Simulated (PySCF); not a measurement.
H4Se3Si, SMILES [SeH][SiH]([SeH])[SeH]. Atoms are numbered in the order given.

```xyz
8

Si     0.0341     0.6297    -0.1575
Se    -0.6377    -0.5510    -2.0097
Se    -1.3916     0.5525     1.6365
Se     2.0272    -0.2986     0.4975
H      0.1269     2.0803    -0.4731
H     -1.7169     0.4069    -2.3310
H     -1.4067    -0.9234     1.6499
H      2.5903    -0.2805    -0.8695
```

Coordinates come from a B3LYP-D3(BJ)/def2-SVP optimisation. The values are those of a single conformer.

Two levels are set side by side: PBE/pcSseg-1 (PySCF) and B3LYP/pcSseg-1 (PySCF). GIAO shifts against Me2Se (⁷⁷Se), TMS (²⁹Si), TMS (¹H) at the same level; non-relativistic, no solvent, atoms listed together averaged. Differences are taken from unrounded values.

```json
[
 {"quantity": "δ(²⁹Si) of Si1 (ppm)", "B3LYP": "44.7"},
 {"quantity": "δ(¹H) of H5 (ppm)", "B3LYP": "6.79"}
]
```

**Question.** What does PBE give, and how far is it from B3LYP? (An estimate is asked for; the answer gives what the named calculation found.)

**Answer.** 
```tsv
quantity	PBE	PBE minus B3LYP
δ(²⁹Si) of Si1 (ppm)	39.5	-5.2
δ(¹H) of H5 (ppm)	7.18	0.39
```

Rough cost on one machine, each run with all the roots and properties that it gave: B3LYP against PBE within a factor of 2.
